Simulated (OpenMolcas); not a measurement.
Levels of neutral titanium by method

- Program: OpenMolcas
- Basis: ANO-RCC-VTZP [6s5p3d2f1g]
- Scalar Hamiltonian: DKH2, point nucleus
- Active space: 4 electrons in 9 orbitals (RAS2 3d 4s; RAS3 4p, at most 2 electrons)
- State averaging: 2S+1 = 3 even, 55 roots (48 in the spin-orbit step); 2S+1 = 5 even, 10 roots kept (CI in the orbitals of an earlier block); 2S+1 = 1 even, 50 roots kept (CI in the orbitals of an earlier block, 42 in the spin-orbit step); 2S+1 = 3 odd, 84 roots (62 in the spin-orbit step); 2S+1 = 5 odd, 39 roots kept (CI in the orbitals of an earlier block, 30 in the spin-orbit step); 2S+1 = 1 odd, 30 roots kept (CI in the orbitals of an earlier block, 22 in the spin-orbit step)
- Spin-orbit coupling: RASSI with atomic mean-field integrals over the reference wave functions, term energies averaged over their components

Methods on the same reference wave functions:
A. RASSCF
B. SS-RASPT2, IPEA 0.25 Eh, imaginary shift 0.1 Eh (closed shells correlated: 3s 3p)
C. MS-RASPT2, IPEA 0.25 Eh, imaginary shift 0.1 Eh (closed shells correlated: 3s 3p)

Energies in eV above 3d2 4s2 3F2, the measured ground level; measured values from NIST Handbook of Basic Atomic Spectroscopic Data.

```csv
Level,A,B,C,Measured
3d2 4s2 3F2,0.0000,0.0000,0.0000,0.0000
3d2 4s2 3F3,0.0177,0.0178,0.0178,0.0211
3d2 4s2 3F4,0.0408,0.0409,0.0409,0.0480
3d3 4s 5F1,0.4882,0.943,0.943,0.8129
3d3 4s 5F2,0.4940,0.949,0.949,0.8181
3d3 4s 5F3,0.5027,0.958,0.958,0.8259
3d3 4s 5F4,0.5143,0.969,0.969,0.8360
3d3 4s 5F5,0.5287,0.984,0.984,0.8484
3d2 4s 4p 5G* 2,0.9445,2.359,2.359,1.9685
3d2 4s 4p 5G* 3,0.9569,2.372,2.372,1.9807
3d2 4s 4p 5G* 4,0.9735,2.388,2.388,1.9969
3d2 4s2 1D2,0.9866,0.795,0.722,0.8995
3d2 4s 4p 5G* 5,0.9941,2.409,2.409,2.0169
3d2 4s 4p 5G* 6,1.0187,2.434,2.434,2.0406
3d2 4s 4p 5F* 1,1.1062,2.444,2.444,2.0851
3d2 4s 4p 5F* 2,1.1137,2.451,2.451,2.0922
3d2 4s 4p 5F* 3,1.1249,2.463,2.463,2.1030
3d2 4s 4p 5F* 4,1.1399,2.478,2.478,2.1171
3d2 4s2 3P0,1.1479,1.039,0.913,1.0460
3d2 4s2 3P1,1.1534,1.044,0.919,1.0529
3d2 4s 4p 5F* 5,1.1585,2.496,2.496,2.1344
3d2 4s2 3P2,1.1659,1.056,0.932,1.0666
3d3 4s 3F2,1.1814,1.536,1.536,1.4298
3d3 4s 3F3,1.1958,1.551,1.551,1.4432
```

Deviations, from unrounded energies. A percentage is the sum of absolute deviations over the sum of measured energies, with the sign that they share, or ± where signs differ.

```tsv
Against measurement	Levels	A	B	C
mean absolute deviation (cm-1)	23	4400	1700	1800
fine structure of the ground term (%)	2	-15.3	-15.0	-14.9
other terms of the ground configuration (%)	4	+9.6	-3.2	-14.3
other configurations (%)	17	-44.0	+16.8	+16.8
```

B lies closest to measurement on these levels and A furthest from it. The largest miss of B in the table is 3d2 4s 4p 5G* 6, by +3200 cm-1. The ranking rests on the paired levels alone, and a cruder setting can come out closer through cancelling errors.

Between B and C the level of the table that moves most is 3d2 4s2 3P0, by 1000 cm-1 (lowest in C, highest in B). Moves below CASPT2's spread within the term are not significant.

The mean deviations of B to C differ by less than CASPT2's widest spread within a term (2600 cm-1), so their order carries little weight.

From A to B the spin-free energies of the other terms of 3d2 4s2 shown, above 3F, scale by factors of 0.80 to 0.90, as is usual when dynamic correlation screens the repulsion within a d or f shell.

The lowest spin-free term lies below A's lowest term by 0.383 hartree in B, 0.383 hartree in C.

CASPT2 does not keep the components of a term degenerate, so their means are used; among the terms shown or strongly mixed into the levels shown the widest spread is 2600 cm-1 (3d2 4s2 3F, C). Over all roots computed the reference weight is 0.85 to 0.93 in B, 0.85 to 0.93 in C; the roots of lowest weight are the least certain, and an intruder state may touch them. Some high roots are left out of the spin-orbit mixing, which shifts the levels that they would mix with. Terms from blocks run as CI alone lack orbitals of their own. Configurations are named by rounded mean occupations; where the s occupation lies near a half they are strongly mixed, a name can repeat and a true partner stay unpaired. A single d shell beside an s shell can misplace configurations of different d count against each other. The CASPT2 spread within a term exceeds the gap to the next term for 3d3 4s 5F and 3d2 4s2 3P, so the order of their levels is uncertain, and so are names and mixing where such terms share a J (figures for B; the like holds for C). Without dynamic correlation excited terms often stand tens of per cent too high (terms of higher spin than the ground term too low), and those without a measured partner can miss by more than the paired ones (holds for A). Some terms miss by over 15 % even with CASPT2, which points to a basis or an active space too small for the shells correlated (holds for C). Computed and measured levels are paired by configuration, term and J; levels that our copy of the source lacks, or whose pairing is in doubt (as where it misses far off the trend of its configuration), stay unpaired and out of the deviations. Only configurations of the active space appear. Levels that lie high or do not pair safely by name in every column are left out.

* marks odd parity.
